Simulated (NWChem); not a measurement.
System: CrHO3Cl; SMILES [O]=[Cr](=[O])([OH])[Cl]

The following NWChem deck was run.

```
start job
memory heap 200 mb stack 900 mb global 1100 mb
geometry units angstroms
  Cr     0.161851    -0.296860     0.173373
  O      1.420638    -0.641590    -0.668021
  O      0.516755     0.192122     1.603794
  Cl    -0.607621     1.364958    -0.742621
  O     -1.017035    -1.469249     0.134234
  H     -1.585745    -2.240618     0.191159
end
basis spherical
  * library 6-31g*
end
dft
  xc b3lyp
  iterations 150
end
driver
  maxiter 120
end
task dft optimize
task dft freq
```

NWChem printed, in part:

```
             Northwest Computational Chemistry Package (NWChem) 7.3.0
             --------------------------------------------------------

 CS  symmetry detected

                             Geometry "geometry" -> ""
                             -------------------------

 Output coordinates in angstroms (scale by  1.889725989 to convert to a.u.)

  No.       Tag          Charge          X              Y              Z
 ---- ---------------- ---------- -------------- -------------- --------------
    1 Cr                  24.0000     0.07447523    -0.35728692     0.00000000
    2 O                    8.0000     0.88092405    -0.66155671    -1.29162895
    3 O                    8.0000     0.88092405    -0.66155671     1.29162895
    4 Cl                  17.0000    -0.11191385     1.68183798     0.00000000
    5 O                    8.0000    -1.46318159    -0.99085709     0.00000000
    6 H                    1.0000    -2.27420202    -1.50459548     0.00000000

 Effective nuclear repulsion energy (a.u.)     424.1031007114

      Symmetry information
      --------------------

 Group name             Cs
 Group number              2
 Group order               2
 No. of unique centers     5

                                Z-matrix (autoz)
                                --------

 Units are Angstrom for bonds and degrees for angles

[...]

      ----------------------
      Optimization converged
      ----------------------

  Step       Energy      Delta E   Gmax     Grms     Xrms     Xmax
  ---- ---------------- -------- -------- -------- -------- --------
@    9   -1730.93217349 -6.8D-08  0.00002  0.00001  0.00031  0.00083
                                     ok       ok       ok       ok

                                Z-matrix (autoz)
                                --------

 Units are Angstrom for bonds and degrees for angles

      Type          Name      I     J     K     L     M      Value     Gradient
      ----------- --------  ----- ----- ----- ----- ----- ---------- ----------
    1 Stretch                  1     2                       1.54970    0.00001
    2 Stretch                  1     3                       1.54970    0.00001
    3 Stretch                  1     4                       2.14102   -0.00001
    4 Stretch                  1     5                       1.72944   -0.00002
    5 Stretch                  5     6                       0.97145   -0.00001
    6 Bend                     1     5     6               124.70041   -0.00000
    7 Bend                     2     1     3               107.83720   -0.00000
    8 Bend                     2     1     4               109.25719    0.00000
    9 Bend                     2     1     5               110.19092   -0.00001
   10 Bend                     3     1     4               109.25719    0.00000
   11 Bend                     3     1     5               110.19092   -0.00001
   12 Bend                     4     1     5               110.06572    0.00001
   13 Torsion                  2     1     5     6          59.44004   -0.00001
   14 Torsion                  3     1     5     6         -59.44004    0.00001
   15 Torsion                  4     1     5     6         180.00000    0.00000

                         Geometry "geometry" -> "geometry"
                         ---------------------------------

 Output coordinates in angstroms (scale by  1.889725989 to convert to a.u.)

  No.       Tag          Charge          X              Y              Z
 ---- ---------------- ---------- -------------- -------------- --------------
    1 Cr                  24.0000    -0.00184311    -0.25435510     0.00000000
    2 O                    8.0000     0.74388585    -0.78052973    -1.25244053
    3 O                    8.0000     0.74388585    -0.78052973     1.25244053
    4 Cl                  17.0000     0.04111524     1.88623502     0.00000000
    5 O                    8.0000    -1.63788315    -0.81500842     0.00000000
    6 H                    1.0000    -1.90213480    -1.74982698     0.00000000

 Effective nuclear repulsion energy (a.u.)     414.0906883625

      Symmetry information
      --------------------

 Group name             Cs
 Group number              2
 Group order               2
 No. of unique centers     5

[...]

 Rotational Constants
 --------------------
 A=   0.148446 cm-1  (  0.213576 K)
 B=   0.079977 cm-1  (  0.115066 K)
 C=   0.075262 cm-1  (  0.108283 K)

 Temperature                      =   298.15K
 frequency scaling parameter      =   1.0000

 Zero-Point correction to Energy  =   13.440 kcal/mol  (  0.021418 au)
 Thermal correction to Energy     =   16.919 kcal/mol  (  0.026963 au)
 Thermal correction to Enthalpy   =   17.512 kcal/mol  (  0.027907 au)

 Total Entropy                    =   76.795 cal/mol-K
   - Translational                =   40.614 cal/mol-K (mol. weight = 135.9019)
   - Rotational                   =   26.981 cal/mol-K (symmetry #  =        1)
   - Vibrational                  =    9.200 cal/mol-K

 Cv (constant volume heat capacity) =   17.754 cal/mol-K
   - Translational                  =    2.979 cal/mol-K
   - Rotational                     =    2.979 cal/mol-K
   - Vibrational                    =   11.795 cal/mol-K

[normal modes left out]

 ----------------------------------------------------------------------------
 Normal Eigenvalue ||           Projected Infra Red Intensities
  Mode   [cm**-1]  || [atomic units] [(debye/angs)**2] [(KM/mol)] [arbitrary]
 ------ ---------- || -------------- ----------------- ---------- -----------
    1     -346.584 ||    0.182233           4.204       177.650      29.282
    2       -0.000 ||    0.000844           0.019         0.823       0.136
    3        0.000 ||    0.000649           0.015         0.633       0.104
    4        0.000 ||    0.000016           0.000         0.016       0.003
    5        0.000 ||    0.000397           0.009         0.387       0.064
    6        0.000 ||    0.000033           0.001         0.032       0.005
    7        0.000 ||    0.000981           0.023         0.956       0.158
    8      191.310 ||    0.001114           0.026         1.086       0.179
    9      227.316 ||    0.000004           0.000         0.004       0.001
   10      298.900 ||    0.009948           0.230         9.698       1.598
   11      315.155 ||    0.004025           0.093         3.924       0.647
   12      409.866 ||    0.030306           0.699        29.543       4.870
   13      478.608 ||    0.072442           1.671        70.620      11.640
   14      641.581 ||    0.193040           4.454       188.185      31.018
   15      811.744 ||    0.075490           1.742        73.592      12.130
   16     1130.719 ||    0.117719           2.716       114.758      18.915
   17     1136.212 ||    0.172098           3.970       167.769      27.653
   18     3764.697 ||    0.258880           5.973       252.369      41.598
 ----------------------------------------------------------------------------

 ===============================================================================
      Negative Nuclear Hessian Mode    1  Eigenvalue =   -346.58 cm**(-1)
 -------------------------------------------------------------------------------
   Raw step length:  0.510 angstroms ;  The Raw step for this mode is:
    1 Cr                  24.0000     0.00000001     0.00000001    -0.00046337
    2 O                    8.0000    -0.00592212    -0.00907119     0.00271277
    3 O                    8.0000     0.00592198     0.00907127     0.00271294
    4 Cl                  17.0000     0.00000003    -0.00000002    -0.00111711
    5 O                    8.0000     0.00000003    -0.00000005     0.03058743
    6 H                    1.0000     0.00000026    -0.00000012    -0.50891333

  Geometry after  100.0% step for mode  1; Step length =  0.510 angstroms
   Maximum component (any atom: x,y, or z) displacement:  0.962
    1 Cr                  24.0000    -0.00184310    -0.25435509    -0.00046337
    2 O                    8.0000     0.73796373    -0.78960092    -1.24972776
    3 O                    8.0000     0.74980782    -0.77145846     1.25515347
    4 Cl                  17.0000     0.04111527     1.88623500    -0.00111711
    5 O                    8.0000    -1.63788312    -0.81500847     0.03058743
    6 H                    1.0000    -1.90213455    -1.74982711    -0.50891333

  Geometry after -100.0% step for mode  1; Step length =  0.510 angstroms
   Maximum component (any atom: x,y, or z) displacement:  0.962
    1 Cr                  24.0000    -0.00184313    -0.25435510     0.00046337
    2 O                    8.0000     0.74980797    -0.77145854    -1.25515330
    3 O                    8.0000     0.73796387    -0.78960099     1.24972759
    4 Cl                  17.0000     0.04111521     1.88623504     0.00111711
    5 O                    8.0000    -1.63788318    -0.81500836    -0.03058743
    6 H                    1.0000    -1.90213506    -1.74982686     0.50891333

  Geometry after   50.0% step for mode  1; Step length =  0.255 angstroms
   Maximum component (any atom: x,y, or z) displacement:  0.481
    1 Cr                  24.0000    -0.00184311    -0.25435509    -0.00023168
    2 O                    8.0000     0.74092479    -0.78506532    -1.25108414
    3 O                    8.0000     0.74684684    -0.77599409     1.25379700
    4 Cl                  17.0000     0.04111525     1.88623501    -0.00055855
    5 O                    8.0000    -1.63788314    -0.81500844     0.01529371
    6 H                    1.0000    -1.90213467    -1.74982704    -0.25445666

  Geometry after  -50.0% step for mode  1; Step length =  0.255 angstroms
   Maximum component (any atom: x,y, or z) displacement:  0.481
    1 Cr                  24.0000    -0.00184312    -0.25435510     0.00023168
    2 O                    8.0000     0.74684691    -0.77599413    -1.25379692
    3 O                    8.0000     0.74092486    -0.78506536     1.25108406
    4 Cl                  17.0000     0.04111523     1.88623503     0.00055855
    5 O                    8.0000    -1.63788317    -0.81500839    -0.01529371
    6 H                    1.0000    -1.90213493    -1.74982692     0.25445666

  Geometry after   20.8% step for mode  1; Step length =  0.106 angstroms
   Maximum component (any atom: x,y, or z) displacement:  0.200
    1 Cr                  24.0000    -0.00184311    -0.25435510    -0.00009636
    2 O                    8.0000     0.74265426    -0.78241620    -1.25187637
    3 O                    8.0000     0.74511740    -0.77864323     1.25300472
    4 Cl                  17.0000     0.04111525     1.88623502    -0.00023232
    5 O                    8.0000    -1.63788315    -0.81500843     0.00636107
    6 H                    1.0000    -1.90213475    -1.74982701    -0.10583545

  Geometry after  -20.8% step for mode  1; Step length =  0.106 angstroms
   Maximum component (any atom: x,y, or z) displacement:  0.200
    1 Cr                  24.0000    -0.00184312    -0.25435510     0.00009636
    2 O                    8.0000     0.74511743    -0.77864325    -1.25300469
    3 O                    8.0000     0.74265429    -0.78241622     1.25187634
    4 Cl                  17.0000     0.04111524     1.88623502     0.00023232
    5 O                    8.0000    -1.63788316    -0.81500841    -0.00636107
    6 H                    1.0000    -1.90213486    -1.74982696     0.10583545

  Geometry after   10.4% step for mode  1; Step length =  0.053 angstroms
   Maximum component (any atom: x,y, or z) displacement:  0.100
    1 Cr                  24.0000    -0.00184311    -0.25435510    -0.00004818
    2 O                    8.0000     0.74327005    -0.78147297    -1.25215845
    3 O                    8.0000     0.74450162    -0.77958648     1.25272263
    4 Cl                  17.0000     0.04111524     1.88623502    -0.00011616
    5 O                    8.0000    -1.63788315    -0.81500842     0.00318054
    6 H                    1.0000    -1.90213478    -1.74982700    -0.05291772

  Geometry after  -10.4% step for mode  1; Step length =  0.053 angstroms
   Maximum component (any atom: x,y, or z) displacement:  0.100
    1 Cr                  24.0000    -0.00184312    -0.25435510     0.00004818
    2 O                    8.0000     0.74450164    -0.77958649    -1.25272261
    3 O                    8.0000     0.74327007    -0.78147297     1.25215843
    4 Cl                  17.0000     0.04111524     1.88623502     0.00011616
    5 O                    8.0000    -1.63788316    -0.81500841    -0.00318054
    6 H                    1.0000    -1.90213483    -1.74982697     0.05291772
```

Level: B3LYP/6-31G* (spherical d). The optimisation ended at a saddle point (imaginary frequency).
